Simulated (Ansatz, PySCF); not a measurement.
System: N2H, charge 0, multiplicity 2. SMILES: [N][NH]
Geometry: optimised at B3LYP-D3(BJ)/def2-TZVP (Ansatz, a first-principles code).

Property: size of the dipole moment, in D. Set-up: non-relativistic; 6-311+G** with 5d; no dispersion term unless named; six Cartesian d functions in 6-31G* and its kin unless marked 5d; open shells spin-unrestricted; no spin-orbit coupling. Ab initio and DFT rows: single points at B3LYP-D3(BJ) geometries (Ansatz).

| level | program | size of the dipole moment (D) |
|---|---|---|
| PBE/STO-3G | Ansatz | 1.79 |
| PBE/def2-SVP | Ansatz | 1.86 |
| BP86/def2-SVP | PySCF | 1.88 |
| BP86/6-31G* (5d) | PySCF | 1.86 |
| B3LYP/6-31G* | Ansatz | 1.90 |
| B3LYP/def2-SVP | Ansatz | 1.92 |
| B3LYP/6-311+G** | Ansatz | 2.01 |

No value to compare with is used here. The 7 habitual levels span 1.79 (PBE/STO-3G) to 2.01 D (B3LYP/6-311+G**).

The levels are drawn from those run, B3LYP/6-31G* more often than the rest, none by its result; left out are runs that failed, that the program found above a lower state of the same kind, or whose <S^2> lies over 0.5 above the pure value.
